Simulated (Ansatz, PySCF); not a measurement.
Reaction (SMILES): [O]=[Ge]=[O] + 4 [H][H] (H2) → [GeH4] (GeH4) + 2 O (H2O)
Structures are relaxed separately at B3LYP-D3(BJ)/def2-TZVP in Ansatz (an electronic-structure program). High T1 diagnostic, so coupled cluster is less sure: [O]=[Ge]=[O].

Quantity: energy of full hydrogenation (enthalpy at 298 K, with B3LYP-D3(BJ) rigid-rotor harmonic-oscillator terms from PySCF), in kcal/mol. Cores are frozen in the correlated levels unless marked. No spin-orbit coupling. Frozen are the shells of the preceding noble gas and the d and f shells that filled before the atom's block. Non-relativistic. CBS(X,Y): correlation extrapolated as X^-3; Hartree-Fock from the larger set.

| level | program | energy of full hydrogenation (kcal/mol) |
|---|---|---|
| revPBE/def2-TZVPD | Ansatz | -61.0 |
| PBE0/def2-SVP | Ansatz | … |
| r2SCAN0/def2-TZVPD | Ansatz | -87.6 |
| HSE06-D4/def2-TZVPD | Ansatz + dftd4 | … |
| CCSD(T)/CBS(cc-pVTZ,cc-pVQZ) | Ansatz | -74.1 |

Q: Complete the blanks.

A: 
- PBE0/def2-SVP, energy of full hydrogenation (kcal/mol): -89.9
- HSE06-D4/def2-TZVPD, energy of full hydrogenation (kcal/mol): -85.2
